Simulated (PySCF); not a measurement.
Compound: C5H3F3O2.
Numbering: `[O:1]=[C:2]1[CH:3]=[CH:4][C@@H:5]1[O:6][C:7]([F:8])([F:9])[F:10]` (hydrogens: H11 on C3; H12 on C4; H13 on C5)

A PySCF run (density fitting, gas phase, GFN2-xTB geometry) gave HOMO -6.56 eV, LUMO -3.26 eV, dipole 4.03 D and E = -641.971 Eh.

Question: Which of these levels was it?
A. mPW1PW91/pcSseg-0
B. PBE0/pcSseg-0
C. HCTH407/pcseg-1
D. PBE0/STO-3G
E. PBE0/pcSseg-1

Answer: C. It is HCTH407/pcseg-1. All candidates on this geometry:

```json
{"level and settings": "HCTH407/pcseg-1, grid level 3, energy threshold 1e-06 Eh", "kind": "GGA", "basis functions": "155", "SCF cycles": "10", "E (Eh)": "-641.9707", "HOMO (eV)": "-6.56", "LUMO (eV)": "-3.26", "dipole (D)": "4.03"}
{"level and settings": "PBE0/STO-3G, energy threshold 1e-07 Eh, start guess sap", "kind": "global hybrid", "basis functions": "53", "SCF cycles": "24", "E (Eh)": "-632.8627", "HOMO (eV)": "-4.63", "LUMO (eV)": "1.11", "dipole (D)": "2.51"}
{"level and settings": "PBE0/pcSseg-0, energy threshold 1e-06 Eh", "kind": "global hybrid", "basis functions": "96", "SCF cycles": "9", "E (Eh)": "-640.0828", "HOMO (eV)": "-8.09", "LUMO (eV)": "-2.34", "dipole (D)": "4.51"}
{"level and settings": "mPW1PW91/pcSseg-0, grid level 1, energy threshold 1e-11 Eh", "kind": "global hybrid", "basis functions": "96", "SCF cycles": "13", "E (Eh)": "-640.5899", "HOMO (eV)": "-8.14", "LUMO (eV)": "-2.37", "dipole (D)": "4.53"}
{"level and settings": "PBE0/pcSseg-1", "kind": "global hybrid", "basis functions": "185", "SCF cycles": "14", "E (Eh)": "-641.5439", "HOMO (eV)": "-7.92", "LUMO (eV)": "-2.14", "dipole (D)": "4.26"}
```

The nearest other candidate, by the summed differences of HOMO and LUMO, is PBE0/pcSseg-0: its HOMO differs by -1.53 eV and its LUMO by +0.92 eV. Cycle counts include a coarse-grid stage where the run had one.

Shape of the structure used: `[O:1]=[C:2]1[CH:3]=[CH:4][C@@H:5]1[O:6][C:7]([F:8])([F:9])[F:10]`: C4–C5–O6–C7 130°, C5–O6–C7–F8 -59°.
